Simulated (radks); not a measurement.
Values are calculated unless marked as measured or tabulated.
Valence configurations of Ti (all share [Ar]). Level of theory: scalar-relativistic Kohn-Sham, r2SCAN, spin-polarised, spherical densities, finite nucleus; open shells are filled with parallel spins first; meta-GGA in the generalised Kohn-Sham scheme; Fermi nuclear charge, rms radius 3.5921 fm (a radial shooting solver on a logarithmic mesh with Libxc functionals). Energies are relative to 3d2 4s2; eigenvalues in eV for spin up.

valence          E (eV)  moment (Bohr magnetons)   e(3d)   e(4p)   e(4s)
3d3 4s1          -0.459                        4  -2.399       -  -4.387
3d2.5 4s1.5      -0.226                        3  -3.549       -  -4.669
3d2 4s2           0.000                        2  -4.900       -  -4.860
3d3.5 4s0.5       0.614                        4  -1.647       -  -3.895
3d3 4s0.5 4p0.5   1.066                        4  -2.947  -1.646  -4.643
3d2 4s1 4p1       1.738                        4  -5.970  -2.486  -6.020
3d4               1.769                        4  -1.173       -       -
3d1.5 4s2 4p0.5   2.092                        2  -7.197  -2.233  -5.825
3d1 4s2 4p1       5.012                        2  -9.662  -2.915  -6.784
4s2 4p2          13.746                        2       -  -4.182  -8.659

NIST lists [Ar] 3d2 4s2 as the ground configuration; this level of theory puts 3d3 4s1 lower, by 0.459 eV. The energies are those of spherical high-spin densities, not of single terms.
